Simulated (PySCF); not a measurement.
C2H8FNSi2, SMILES [Si@@H](N)([SiH2]F)C=C. Geometry: B3LYP-D3(BJ)/def2-SVP. The structure was generated by enumeration; whether it is a known compound was not checked. The values are those of a single conformer.

Give the equilibrium geometry at B3LYP-D3(BJ)/def2-SVP (PySCF confirms it by a frequency run) as a Z-matrix. (An estimate is asked for; the answer gives what the named calculation found.)

One answer among several that fit: 
```
Si
N 1 1.7388
H 2 1.0151 1 120.42
H 2 1.0168 3 110.63 1 145.96
H 1 1.5039 2 116.34 3 79.95
C 1 1.8714 5 107.79 2 -121.61
C 6 1.3406 1 122.52 5 146.75
H 7 1.0956 6 121.08 1 -0.60
H 7 1.0959 8 116.66 6 -179.93
H 6 1.0983 7 118.65 8 -179.57
Si 1 2.3497 5 106.25 6 -119.36
F 11 1.6382 1 109.31 5 172.41
H 11 1.4928 12 107.87 1 121.48
H 11 1.4950 13 108.52 12 -115.82
```
Charge 0, spin multiplicity 1.
